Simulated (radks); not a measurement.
Initial-state core-level shifts of the gallium ion Ga2+ when its valence configuration changes from [Ar] 3d10 4s1. Method: Dirac Kohn-Sham, PBE, spin-unpolarised, spherical densities, finite nucleus; open shells fill j = l - 1/2 first; Fermi nuclear charge, rms radius 3.9973 fm; computed with a radial shooting solver on a logarithmic mesh with Libxc functionals. Shifts are changes of the shell-averaged eigenvalues in eV (positive: less bound); the change of the density at the nucleus, which sets a Mossbauer isomer shift, is in e/bohr^3, on a base of 2.824e+04.

3d8 4s1 4p2: 1s -23.392; 2s -25.676; 3s -21.769; 3p -21.297; density at nucleus +14.750
3d9 4s2: 1s -9.653; 2s -10.741; 3s -9.070; 3p -8.851; density at nucleus +25.466
3d9.5 4s1 4p0.5: 1s -5.487; 2s -5.975; 3s -5.244; 3p -5.134; density at nucleus +3.215
3d8.5 4s1 4p1.5: 1s -17.195; 2s -18.826; 3s -16.147; 3p -15.799; density at nucleus +10.590
3d9 4s1 4p1: 1s -11.223; 2s -12.255; 3s -10.633; 3p -10.406; density at nucleus +6.744
3d9.5 4s1.5: 1s -4.679; 2s -5.200; 3s -4.438; 3p -4.331; density at nucleus +12.048
3d9 4p2: 1s -12.737; 2s -13.715; 3s -12.145; 3p -11.911; density at nucleus -12.819
3d10 4p1: 1s -1.628; 2s -1.552; 3s -1.627; 3p -1.622; density at nucleus -17.107
3d9.5 4p1.5: 1s -7.059; 2s -7.481; 3s -6.814; 3p -6.697; density at nucleus -15.109
